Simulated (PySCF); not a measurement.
## Si(tBu)2Me2: computed shieldings and shifts

Si(tBu)2Me2, C10H24Si, point group C2.

Geometry:
| atom | x (Å) | y (Å) | z (Å) |
| --- | --- | --- | --- |
| Si1 | -0.562 | 0.042 | -0.395 |
| C2 | -0.662 | -0.014 | 1.530 |
| C3 | 0.230 | -1.111 | 2.116 |
| C4 | -2.118 | -0.313 | 1.913 |
| C5 | -0.272 | 1.339 | 2.136 |
| H6 | 0.076 | -1.189 | 3.207 |
| H7 | 0.011 | -2.101 | 1.684 |
| H8 | 1.300 | -0.906 | 1.955 |
| H9 | -2.439 | -1.311 | 1.576 |
| H10 | -2.820 | 0.425 | 1.491 |
| H11 | -2.236 | -0.283 | 3.011 |
| H12 | -0.932 | 2.149 | 1.790 |
| H13 | 0.762 | 1.626 | 1.895 |
| H14 | -0.353 | 1.300 | 3.237 |
| C15 | 1.219 | -0.031 | -1.134 |
| C16 | 1.779 | -1.456 | -1.068 |
| C17 | 2.173 | 0.927 | -0.417 |
| C18 | 1.126 | 0.386 | -2.608 |
| H19 | 2.788 | -1.489 | -1.518 |
| H20 | 1.870 | -1.826 | -0.036 |
| H21 | 1.152 | -2.169 | -1.624 |
| H22 | 2.354 | 0.629 | 0.627 |
| H23 | 1.795 | 1.962 | -0.410 |
| H24 | 3.154 | 0.942 | -0.925 |
| H25 | 0.817 | 1.437 | -2.720 |
| H26 | 0.414 | -0.236 | -3.175 |
| H27 | 2.111 | 0.279 | -3.095 |
| C28 | -1.389 | 1.640 | -0.971 |
| H29 | -1.588 | 1.613 | -2.053 |
| H30 | -0.765 | 2.524 | -0.765 |
| H31 | -2.354 | 1.787 | -0.461 |
| C32 | -1.540 | -1.415 | -1.096 |
| H33 | -2.618 | -1.291 | -0.910 |
| H34 | -1.229 | -2.373 | -0.651 |
| H35 | -1.400 | -1.491 | -2.186 |

GIAO calculations in PySCF on the PBE0-D3(BJ)/def2-SVP structure: isolated species, non-relativistic, equivalent atoms averaged; basis pcSseg-1.

Task: Give the isotropic shieldings (ppm) with PBE0, wB97X-D.

Result: 
| atoms | environment | PBE0 | wB97X-D |
| --- | --- | --- | --- |
| Si1 | silicon bonded to 4 C | 342.5 | 340.2 |
| C3/C4/C5/C16/C17/C18 | carbon bonded to C, 3 H | 155.5 | 155.6 |
| C2/C15 | carbon bonded to 3 C, Si | 164.9 | 166.1 |
| C28/C32 | carbon bonded to Si, 3 H | 191.7 | 191.6 |
| H6/H7/H8/H9/H10/H11/H12/H13/H14/H19/H20/H21/H22/H23/H24/H25/H26/H27 | hydrogen on a carbon bonded to C | 30.35 | 30.47 |
| H29/H30/H31/H33/H34/H35 | hydrogen on a carbon bonded to Si | 31.27 | 31.39 |
| HOMO–LUMO gap (eV) | – | 8.18 | 11.75 |

Task: And the chemical shifts, against references computed in the same way?

Result: 
| atoms | nucleus, reference | PBE0 | wB97X-D |
| --- | --- | --- | --- |
| Si1 | 29Si, TMS | 9.5 | 12.7 |
| C3/C4/C5/C16/C17/C18 | 13C, TMS | 28.9 | 29.0 |
| C2/C15 | 13C, TMS | 19.5 | 18.4 |
| C28/C32 | 13C, TMS | -7.3 | -7.1 |
| H6/H7/H8/H9/H10/H11/H12/H13/H14/H19/H20/H21/H22/H23/H24/H25/H26/H27 | 1H, TMS | 0.92 | 0.91 |

Task: Which part of the shielding of Si1 depends on the functional?

Result: Diamagnetic: PBE0 884, wB97X-D 884 ppm; paramagnetic: PBE0 -541, wB97X-D -544 ppm. The diamagnetic part, set mainly by inner electrons, hardly moves; the paramagnetic part goes with low-lying magnetically allowed excitations and carries the spread.
